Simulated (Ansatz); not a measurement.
Geometry optimisation, RKS r2SCANh-D4/def2-TZVP (Ansatz 0.2.0).

input.yaml

```yaml
crystal:
  periodic: [false, false, false]
  atoms:
    - { symbol: Sn, position_ang: [-0.860166, -0.071891, -0.175532] }
    - { symbol: F, position_ang: [0.158026, 1.522006, 0.283773] }
    - { symbol: H, position_ang: [-0.063025, -0.759766, -1.503577] }
    - { symbol: H, position_ang: [-0.833983, -1.024607, 1.226896] }
    - { symbol: H, position_ang: [-2.391837, 0.553473, -0.556015] }
    - { symbol: H, position_ang: [1.910738, 0.223707, 0.407421] }
    - { symbol: H, position_ang: [2.080147, -0.442823, 0.317133] }
basis:
  gaussian: { orbitals: def2-TZVP }
hamiltonian:
  xc: r2scanh
  dispersion: d4
relax:
  f_tol: 0.03
  max_steps: 50
```

Command:

```bash
$ ansatz run input.yaml --threads 4 --pin off --max-ram 5120MiB --backend cpu --events-out ev --progress --plain --runs-dir out
```

Problem. Where does it end, and by what steps?

Solution. The run converged. The force dipped under the threshold on the way, but the program's further checks kept it going. After 7 steps the energy has fallen by 0.105 eV; H7 moved furthest, 0.57 Å.

```json
{"step": "0", "energy less start (eV)": "0.0000", "largest force component (eV/Å)": "2.140", "accepted": "yes"}
{"step": "1", "energy less start (eV)": "-0.0904", "largest force component (eV/Å)": "0.084", "accepted": "yes"}
{"step": "2", "energy less start (eV)": "-0.1031", "largest force component (eV/Å)": "0.069", "accepted": "yes"}
{"step": "3", "energy less start (eV)": "-0.1041", "largest force component (eV/Å)": "0.049", "accepted": "yes"}
{"step": "4", "energy less start (eV)": "-0.1046", "largest force component (eV/Å)": "0.014", "accepted": "yes"}
{"step": "5", "energy less start (eV)": "-0.1048", "largest force component (eV/Å)": "0.020", "accepted": "yes"}
{"step": "6", "energy less start (eV)": "-0.1048", "largest force component (eV/Å)": "0.047", "accepted": "yes"}
{"step": "7", "energy less start (eV)": "-0.1050", "largest force component (eV/Å)": "0.017", "accepted": "yes"}
```

```xyz
7
Properties=species:S:1:pos:R:3
Sn -1.041 -0.058 -0.228
F 0.052 1.474 0.186
H -0.314 -0.746 -1.598
H -0.963 -1.029 1.161
H -2.578 0.599 -0.524
H 2.228 0.198 0.498
H 2.615 -0.438 0.505
```

Whether the end is a true minimum wasn't checked by a vibrational analysis.

Time of the run: 19 s on 4 threads of Arm Neoverse N1, on a shared host, peak memory 0.21 GiB.
